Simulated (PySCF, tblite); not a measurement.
Calculations on `O=C(O)[CH]O[SiH3]` [radical], in the order of a workflow; each names the level of the geometry that it ran on. Settings lines and outputs come from a driver script.

C2H5O3Si (doublet state).
Bonds: O1–C2 (double), C2–O3, C2–C4, C4–O5, O5–Si6. Hydrogens: H7 on O3; H8 on C4; H9, H10, H11 on Si6.

Step 1: GFN2-xTB geometry optimisation, gas phase (tblite 0.8.0) (from a force-field or distance-geometry start)
```json
{"job": {"kind": "relax", "xc": "GFN2-xTB", "basis": "xTB"}, "charge": 0, "multiplicity": 2}
```
```
step      E/eV     max force
  0    -563.86937    4.562
  1    -564.09310    4.013
  2    -564.23476    1.077
...
 87    -565.34693    0.025
 88    -565.34704    0.020
 89    -565.34713    0.019
 90    -565.34716    0.013
 91    -565.34718    0.008
```

Energy lowered by 34.1 kcal/mol over 91 steps; largest atomic force 0.008 eV/Å at the end. «max force» is the largest atomic force in eV/Å.

Step 2: GFN2-xTB harmonic vibrations, gas phase (tblite 0.8.0) (on the GFN2-xTB geometry)
```json
{"job": {"kind": "ir", "xc": "GFN2-xTB", "basis": "xTB"}, "charge": 0, "multiplicity": 2}
```
```
(table of modes left out)
```

27 modes from 114 to 3461 cm⁻¹ (unscaled, harmonic); zero-point energy 42.2 kcal/mol; all wavenumbers are real at this level.

Step 3: UKS B3LYP, pcH-1 on C H O Si, non-relativistic, mean-field spin-orbit, GIAO (PySCF 2.14.0) (on the GFN2-xTB geometry)
```json
{"job": {"kind": "epr", "basis": "pcH-1"}, "charge": 0, "multiplicity": 2}
```
```
...
E = -594.41106174 Eh   <S^2> = 0.7544 (exact 0.7500)
g shifts (ppm)      1          2          3
  rmc          -229       -229       -229
  gc            -13         50         44
  oz_so          -9       2604       3622
  total        -251       2425       3436
hyperfine (MHz)  atom isotope    a_iso     a_fc   dipolar eigenvalues
    0   17O     -14.52     -14.36    -58.50     28.97     29.53
    1   13C     -28.67     -28.69     -5.67     -1.76      7.42
    2   17O      -0.24      -0.22    -13.61      6.13      7.48
    3   13C      45.78      45.83    -55.06    -54.47    109.53
    4   17O     -19.72     -19.70    -70.02     34.29     35.73
    5  29Si       8.04       8.06     -0.66     -0.25      0.91
    6    1H      -4.94      -4.96     -3.23     -3.04      6.27
    7    1H     -47.54     -47.55    -26.02     -2.14     28.16
    8    1H      19.83      19.83     -2.22     -1.56      3.78
    9    1H      -2.55      -2.55     -2.31     -2.18      4.49
   10    1H      19.70      19.70     -2.22     -1.56      3.78
```

⟨S²⟩ 0.754; g_iso 2.0042. rmc, gc and oz_so are the mass-correction, gauge-correction and orbital-Zeeman/spin–orbit parts of the g shift along its three principal axes; a_iso is the isotropic hyperfine coupling and a_fc its Fermi-contact part. The log counts atoms from 0, this text from 1.

**Question.** Which step took the most CPU time, and about what did each take on one thread, Intel Xeon at 2.50 GHz (x86_64), no GPU, on a shared host?

**Answer.** Step 3, about 98 % of the total. CPU time by step: 1: 1.3 s, 2: 0.77 s, 3: 83 s.

Geometry of the electronic-property runs (GFN2-xTB):
```
atom  x, y, z in Å
O1    -0.6787   -1.0936    0.2728
C2    -1.2044   -0.0072    0.0093
O3    -2.5385    0.1592   -0.0215
C4    -0.4097    1.1253   -0.2764
O5     0.8850    0.9831   -0.2512
Si6    1.6963   -0.4474    0.0940
H7    -2.9670   -0.6843    0.1908
H8    -0.8175    2.0953   -0.5137
H9     1.5007   -1.4472   -0.9439
H10    3.0164    0.1734   -0.0655
H11    1.5229   -0.8539    1.4794
```

 (This holds for the electronic-property runs.)

One conformer stands for the species.
